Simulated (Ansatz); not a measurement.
Ansatz (a quantum-chemistry and plane-wave program) input:

Ansatz 0.2 input:
```yaml
crystal:
  periodic: [false, false, false]
  atoms:
    - {symbol: Se, position_ang: [-0.00000000, -0.00000000, -1.69647763]}
    - {symbol: C, position_ang: [0.00000000, 0.00000000, 0.00000000]}
    - {symbol: Se, position_ang: [0.00000000, 0.00000000, 1.69647763]}
basis:
  gaussian:
    orbitals: def2-TZVP
hamiltonian:
  xc: {name: SVWN5}
relax: {f_tol: 0.003, max_steps: 100}
```

Which total energy does the run end on?

-4834.06509 Eh (SVWN5/def2-TZVP). The basis has 127 functions.
